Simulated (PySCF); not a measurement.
Compound: trans-1,4-dimethylcyclohexane, C8H16.
Numbering: `[CH3:1][C@H:2]1[CH2:3][CH2:4][C@H:5]([CH3:6])[CH2:7][CH2:8]1`

NICS is the negative of the GIAO shielding at a point without a nucleus: at the ring centre (0) and 1 Å above and below it (1); zz is the component along the ring normal. Level: GIAO PBE0/pcSseg-1 (PySCF, non-relativistic, gas phase) on the GFN2-xTB geometry, one conformer.

Ring bond lengths (Å), with Mayer bond orders in brackets: C2–C3 1.529 (1.00), C3–C4 1.526 (1.05), C4–C5 1.529 (1.00), C5–C7 1.529 (1.00), C7–C8 1.526 (1.05), C8–C2 1.529 (1.00).

Question: Give the NICS values of each ring in ppm.

Answer: 
```
             ring                                            type  NICS(0)  NICS(1), two faces  NICS(1)zz, two faces  rms pucker (Å)  centre to ring atoms, mean (Å)
C2–C3–C4–C5–C7–C8  6-membered carbocycle; formal bonds all single     -2.6         -2.7 / -2.7             2.6 / 2.6            0.24                            1.47
```

Question: What can be read from them?

Answer: 
- C2–C3–C4–C5–C7–C8: mean NICS(1)zz 2.6 ppm, near zero. C2, C3, C4, C5, C7, C8 have four or more neighbours, so the value isn't read as a sign of a π ring current.

Question: At the second NICS(1) probe listed for ring C2–C3–C4–C5–C7–C8, 1 Å off the ring, what do the in-plane components average?

Answer: The isotropic value is a third of the trace: (3 × -2.7 − (2.6))/2 = -5.4 ppm.

Time: 57 s wall. Hardware: one thread, x86-64 server (shared host). This is the whole shielding run at PBE0/pcSseg-1, SCF included.
